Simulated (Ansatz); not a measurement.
A nudged elastic band was laid between two geometries of a periodic cell of 13 atoms, Be$_{12}$Br (surface Be(0001), adsorbate Br).

All numbers below come from Ansatz 0.2.0, DFT PBE, scalar-relativistic, plane waves, PAW. Settings: cutoff 420 eV, k mesh 5x5x1, gaussian smearing 0.15 eV, no spin polarisation.

- movable images: 1
- climbing image: yes
- spring: 5.0 eV/Å²
- optimiser: quadratic models (default)
- start path: default
- force threshold: 0.05 eV/Å
- iteration limit: 50
- end points: relaxed
- atoms held: 1 to 4

Initial state:

```xyz
13
Lattice="4.5800 0.0000 0.0000 2.2900 3.9664 0.0000 0.0000 0.0000 15.5884" Properties=species:S:1:pos:R:3
Be 0.000 0.000 1.000
Be 2.290 0.000 1.000
Be 1.145 1.983 1.000
Be 3.435 1.983 1.000
Be 0.022 1.309 2.872
Be 2.268 1.309 2.872
Be 1.145 3.305 2.768
Be 3.435 3.331 2.872
Be -0.027 -0.016 4.760
Be 2.317 -0.016 4.760
Be 1.145 2.014 4.760
Be 3.435 1.983 4.502
Br 1.145 0.661 6.670
```

Final state:

Only the atoms that move by more than 0.05 Å are listed.
```
Be7 1.145 3.331 2.872
Be8 3.435 3.305 2.768
Be9 0.027 -0.016 4.760
Be10 2.263 -0.016 4.760
Be11 1.145 1.983 4.502
Be12 3.435 2.014 4.760
Br13 3.435 0.661 6.670
```

Task: Which bonds break or form, and what moves?

Result: Contacts lost: Be11–Br13. Contacts made: Be12–Br13. The atom that moves furthest is Br13, by 2.29 Å.

Task: What energy profile does the band end with?

Result: It converged. The highest image is number 1 of 0 to 2, 0.099 eV above the ends, which have the same energy within 2 meV. The order of the stationary point at the top wasn't checked. So few images can step over the top or miss a turn of the path. Limits of this set-up: coarse k mesh, thin slab, slab without dipole correction, odd electron count without spin.

```json
{"image": "0", "path coordinate (Å)": "0.00", "energy (eV)": "0.000", "Be11–Br13 (Å)": "2.34", "Be12–Br13 (Å)": "3.42"}
{"image": "1", "path coordinate (Å)": "0.63", "energy (eV)": "0.099", "Be11–Br13 (Å)": "2.28", "Be12–Br13 (Å)": "3.01"}
{"image": "2", "path coordinate (Å)": "2.48", "energy (eV)": "0.000", "Be11–Br13 (Å)": "3.42", "Be12–Br13 (Å)": "2.34"}
```

Task: What is the geometry of the highest image?

Result: 
```xyz
13
Lattice="4.5800 0.0000 0.0000 2.2900 3.9664 0.0000 0.0000 0.0000 15.5884" Properties=species:S:1:pos:R:3:forces:R:3
Be 0.000 0.000 1.000 0.16 0.09 -0.08
Be 2.290 0.000 1.000 -0.15 0.23 0.03
Be 1.145 1.983 1.000 0.12 -0.24 0.02
Be 3.435 1.983 1.000 -0.14 -0.08 0.02
Be 0.019 1.306 2.845 0.00 0.00 0.00
Be 2.285 1.320 2.905 0.00 0.00 0.00
Be 1.136 3.301 2.784 0.00 0.00 0.02
Be 3.431 3.330 2.846 0.00 0.00 0.00
Be -0.030 -0.017 4.587 0.01 0.00 0.01
Be 2.302 -0.040 4.791 0.00 0.00 -0.02
Be 1.118 2.012 4.784 0.00 0.00 0.01
Be 3.471 2.004 4.560 0.00 0.00 -0.01
Br 1.663 0.956 6.726 -0.01 0.01 0.01
```

Time of the run: 2 min on 1 thread of Arm Neoverse V2 (shared host), peak memory 0.5 GiB.
